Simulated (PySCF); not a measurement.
This PySCF input asks for the NMR shieldings of `InChI=1S/C5H14B2/c1-2-3-4-5-7-6/h7H,2-6H2,1H3`; the geometry comes from GFN2-xTB.

```python
import basis_set_exchange as bse
import numpy as np
from pyscf import gto, dft
from pyscf.prop import nmr

atoms = """
B     4.299483    0.629136   -0.016127
B     2.919867   -0.168435    0.290506
C     1.476685    0.474388    0.129668
C     0.294632   -0.498887    0.108132
C    -1.048199    0.227750    0.053030
C    -2.230604   -0.738418    0.045188
C    -3.564881   -0.003168    0.084683
H     4.857281    1.276009    0.789655
H     4.839479    0.584097   -1.057514
H     2.937319   -1.278974    0.685697
H     1.415048    1.119628   -0.751031
H     1.349390    1.148644    0.985227
H     0.383272   -1.156605   -0.759766
H     0.322844   -1.126612    1.001544
H    -1.087291    0.853334   -0.842763
H    -1.134198    0.888938    0.919582
H    -2.183137   -1.361390   -0.851059
H    -2.158238   -1.401524    0.910467
H    -3.663200    0.656490   -0.774773
H    -3.640794    0.600148    0.987317
H    -4.393676   -0.707605    0.072230
"""
names = dict.fromkeys(["B", "C", "H"], "pcSseg-1")
basis = {el: gto.basis.parse(bse.get_basis(n, elements=[el], fmt="nwchem")) for el, n in names.items()}
mol = gto.M(atom=atoms, basis=basis, charge=0, verbose=0)
mf = dft.RKS(mol, xc="PBE0")
mf.grids.level = 2
mf.grids.alignment = dft.numint.BLKSIZE   # the property module wants whole blocks of grid points
mf.conv_tol = 1e-9
mf.kernel()

calc = nmr.RKS(mf)   # GIAO
C = mf.mo_coeff
Co = C[:, mf.mo_occ > 0]
resp = mf.gen_response(singlet=True, hermi=2)
def vind(x):   # induced exchange potential for any number of trial vectors
    d = np.einsum("pi,xij,qj->xpq", C, 2 * x.reshape(-1, C.shape[1], Co.shape[1]), Co, optimize=True)
    return np.einsum("xpq,pi,qj->xij", resp(d - d.transpose(0, 2, 1)), C, Co, optimize=True).ravel()
mo1, _ = nmr.rhf.solve_mo1(calc, with_cphf=vind)
sigma = calc.kernel(mo1)
for i, s in enumerate(sigma):   # ppm
    print("%2d %-2s %9.2f" % (i, mol.atom_pure_symbol(i), np.trace(s) / 3))
```

Q: What are the results?

A: 
```
 0 B      -5.20
 1 B      -7.31
 2 C     154.34
 3 C     150.85
 4 C     145.31
 5 C     158.37
 6 C     169.47
 7 H      21.71
 8 H      21.70
 9 H      21.98
10 H      29.56
11 H      30.48
12 H      30.13
13 H      30.08
14 H      30.45
15 H      30.56
16 H      30.33
17 H      30.39
18 H      30.75
19 H      30.76
20 H      30.44
```

These numbers come from an equivalent density-fitted implementation of the same equations, which agrees with the script to about 0.01 ppm for H and up to a few tenths of a ppm for heavy atoms, so last digits may differ.

Size and cost of the density-fitted run: 189 basis functions, 47 s wall time on 1 thread of an Arm Neoverse N1, shared host; peak memory 0.78 GiB.
